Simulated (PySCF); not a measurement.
## F²⁺ (fluorine, charge +2) across methods

[He] 2s2 2p3, high-spin 4S determinant. All numbers are calculated (PySCF 2.14, no relativity, point nucleus, in aug-cc-pwCVTZ).

```json
{"method": "CAM-B3LYP", "E (hartree)": "-97.7876", "mean ε 2s α (eV)": "-76.001", "mean ε 2s β (eV)": "-67.451", "mean ε 2p α (eV)": "-56.185", "Σ⟨r²⟩ (bohr²)": "5.054", "⟨S²⟩": "3.752"}
{"method": "r2SCANh", "E (hartree)": "-97.7902", "mean ε 2s α (eV)": "-74.363", "mean ε 2s β (eV)": "-64.276", "mean ε 2p α (eV)": "-53.951", "Σ⟨r²⟩ (bohr²)": "5.011", "⟨S²⟩": "3.752"}
{"method": "r2SCAN", "E (hartree)": "-97.7891", "mean ε 2s α (eV)": "-72.813", "mean ε 2s β (eV)": "-63.388", "mean ε 2p α (eV)": "-52.788", "Σ⟨r²⟩ (bohr²)": "5.015", "⟨S²⟩": "3.752"}
{"method": "PBE", "E (hartree)": "-97.7156", "mean ε 2s α (eV)": "-70.378", "mean ε 2s β (eV)": "-63.238", "mean ε 2p α (eV)": "-51.554", "Σ⟨r²⟩ (bohr²)": "5.058", "⟨S²⟩": "3.751"}
{"method": "UHF", "E (hartree)": "-97.60467", "mean ε 2s α (eV)": "-88.115", "mean ε 2s β (eV)": "-70.752", "mean ε 2p α (eV)": "-63.849", "Σ⟨r²⟩ (bohr²)": "4.994", "⟨S²⟩": "3.754"}
{"method": "PBE0", "E (hartree)": "-97.7356", "mean ε 2s α (eV)": "-74.990", "mean ε 2s β (eV)": "-65.594", "mean ε 2p α (eV)": "-54.801", "Σ⟨r²⟩ (bohr²)": "5.033", "⟨S²⟩": "3.752"}
{"method": "HSE06", "E (hartree)": "-97.7436", "mean ε 2s α (eV)": "-74.545", "mean ε 2s β (eV)": "-65.172", "mean ε 2p α (eV)": "-54.364", "Σ⟨r²⟩ (bohr²)": "5.035", "⟨S²⟩": "3.752"}
{"method": "LDA", "E (hartree)": "-97.1492", "mean ε 2s α (eV)": "-69.883", "mean ε 2s β (eV)": "-63.088", "mean ε 2p α (eV)": "-51.581", "Σ⟨r²⟩ (bohr²)": "5.077", "⟨S²⟩": "3.751"}
{"method": "r2SCAN0", "E (hartree)": "-97.7919", "mean ε 2s α (eV)": "-76.692", "mean ε 2s β (eV)": "-65.608", "mean ε 2p α (eV)": "-55.698", "Σ⟨r²⟩ (bohr²)": "5.005", "⟨S²⟩": "3.753"}
```
